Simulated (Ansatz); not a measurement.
Ga2Cl6, relaxed as a singlet with RKS PBE-D4/def2-SVP in Ansatz, starting from the GFN2-xTB geometry. Force threshold 0.02 eV/Å.

The structure comes from a short search, and lower isomers may exist.

Start:

```xyz
8

Ga    0.627   -0.341   -1.912
Ga   -0.535    0.325    1.754
Cl   -1.323   -1.623    1.752
Cl   -1.213    0.325   -2.580
Cl    1.992   -1.355   -3.108
Cl    1.317   -0.047    0.085
Cl    0.760    0.924    3.290
Cl   -1.626    1.792    0.720
```

```tsv
step	energy (eV)	largest force component (eV/Å)	SCF passes
1	-179817.8343	1.037	16
2	-179818.0272	0.136	18
3	-179818.0391	0.056	17
4	-179818.0600	0.228	18
5	-179818.0908	0.247	19
6	-179818.1396	0.186	19
7	-179818.2063	0.215	19
8	-179818.3308	0.444	18
9	-179818.5267	0.678	23
10	-179818.6973	0.589	18
11	-179818.8428	0.174	23
12	-179818.8717	0.030	17
13 (rejected)	-179818.8696	0.239	17
14	-179818.8778	0.011	16
15	-179818.8813	0.052	17
16 (rejected)	-179818.8786	0.097	16
17	-179818.8832	0.041	18
18	-179818.8843	0.038	17
19	-179818.8849	0.054	18
20	-179818.8852	0.045	18
21	-179818.8855	0.027	18
22	-179818.8858	0.010	17
23	-179818.8860	0.023	17
24	-179818.8860	0.023	17
25	-179818.8861	0.020	12
```

Force components are those of the run's own axes.

End:

Cartesian coordinates in Å:
```
Ga 0.251 -0.635 -1.503
Ga -0.249 0.634 1.504
Cl -1.068 -1.248 0.348
Cl -1.028 0.037 -3.085
Cl 1.821 -2.068 -1.758
Cl 1.088 1.234 -0.339
Cl 1.012 -0.017 3.108
Cl -1.828 2.064 1.725
```

Bonds formed: Ga1–Cl3 (atoms count from 1).

The force fell under the threshold at step 14, but the optimiser went on and released 0.008 eV more. No frequencies were taken in this run, so the end may be a saddle point.

It took 57 s on 4 threads of Arm Neoverse V1 on a shared host.
